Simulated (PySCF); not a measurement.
ZnH, SMILES [ZnH+] (connectivity only; charge and spin as stated), charge +1, multiplicity 1.

Geometry: PBE0-D3(BJ)/def2-TZVPD. The spin state was assumed, not searched.

The numbers are results of PySCF with PBE0/def2-TZVPD, not measurements.

Isolated molecule, no solvent.

### Question
Estimate the frontier levels, gap, dipole moment and polarisability. (An estimate is asked for; the answer gives what the named calculation found.)

### Answer

```json
{
  "highest_occupied_level": "-16.58 eV",
  "lowest_empty_level": "-10.19 eV",
  "orbital_gap": "6.39 eV",
  "dipole_moment_about_the_centre_of_nuclear_charge": "1.64 D",
  "mean_static_polarisability": "17.9 bohr³ (2.65 Å³)",
  "polarisability_principal_values": "15.0, 15.0, 23.6 bohr³"
}
```
